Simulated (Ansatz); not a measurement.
C₂H₇BOSe (`B[Se]C(C)O`), relaxed with RKS PBE-D4/def2-SVP in Ansatz from a rough embedded geometry. The force threshold is 0.03 eV/Å; the program also tests the step.

Charge 0, multiplicity 1.

Start:

```xyz
12

B     0.104   -2.149   -1.217
Se   -0.378   -1.540    0.593
C    -0.063    0.293    0.103
C    -0.438    1.277    1.240
O     1.331    0.494   -0.122
H    -0.736   -2.294   -2.093
H     1.231   -2.464   -1.513
H    -0.597    0.576   -0.820
H     0.065    1.034    2.124
H    -1.591    1.100    1.422
H    -0.353    2.304    0.947
H     1.426    1.368   -0.664
```

(1) By how much does the energy fall, and how many steps does the optimiser take? (Best estimate.)

(2) Which bonds change most? (Estimate.)

(3) Give the relaxed structure. (An estimate is asked.)

Results:

(1) Computed: 38.56 kcal/mol, in 39 steps, 6 of them rejected.

(2) Ansatz gave: Se2–C3 from 1.923 to 2.070 Å; B1–Se2 from 1.969 to 1.890 Å; C4–H10 from 1.181 to 1.107 Å; C4–H9 from 1.045 to 1.108 Å.

(3) Computed: 
```xyz
12

B     0.457   -2.102   -1.163
Se   -0.507   -1.476    0.337
C    -0.289    0.562    0.045
C    -0.479    1.251    1.380
O     0.947    0.893   -0.479
H     0.983   -1.332   -1.951
H     0.530   -3.300   -1.333
H    -1.130    0.783   -0.653
H     0.329    0.962    2.081
H    -1.457    0.991    1.830
H    -0.436    2.350    1.235
H     1.052    0.417   -1.328
```
